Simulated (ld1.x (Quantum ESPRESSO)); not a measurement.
# Reading a pseudo-wave (osmium (Os))

Columns: radius, all-electron u(r) and pseudo u(r) of the 6s shell (level -13.14 eV) of osmium in the configuration [Xe] 4f14 5d6 6s1 6p0; PBE, scalar-relativistic, TM scheme, ld1.x (Quantum ESPRESSO) 7.5.

```
r (bohr)  all-electron   pseudo
   0.165        0.1302  -0.0192
   0.330       -0.2117  -0.0400
   0.495       -0.0002  -0.0643
   0.660        0.2693  -0.0940
   0.825        0.3344  -0.1313
   0.990        0.2339  -0.1788
   1.155        0.0555  -0.2384
   1.320       -0.1376  -0.3107
   1.485       -0.3113  -0.3937
   1.650       -0.4519  -0.4811
   1.815       -0.5566  -0.5630
   1.980       -0.6279  -0.6284
   2.145       -0.6705  -0.6705
   2.310       -0.6896  -0.6896
   2.475       -0.6903  -0.6903
   2.640       -0.6766  -0.6766
   2.805       -0.6526  -0.6526
   2.970       -0.6211  -0.6211
   3.135       -0.5850  -0.5850
   3.300       -0.5460  -0.5460
   3.465       -0.5058  -0.5058
   3.630       -0.4657  -0.4657
   3.795       -0.4264  -0.4264
   3.960       -0.3886  -0.3886
   4.125       -0.3527  -0.3527
   4.290       -0.3190  -0.3190
```

Task: How many radial nodes do the two functions have?

Result: The all-electron 6s function has n − l − 1 = 5 (the table is too coarse to show those close to the nucleus); the pseudo-wave has 0, since the states of the same l below it are removed with the core.

Task: At about which radius was the pseudo-wave matched?

Result: 2.20 bohr. The columns agree to 0.0005 from 1.98 bohr on; several derivatives are matched, so the curves merge somewhat inside the radius.

Task: Is the pseudo-wave norm-conserving?

Result: Yes: the TM scheme keeps the norm inside the radius equal to the all-electron one, which fixes the energy derivative of the logarithmic derivative at the level.
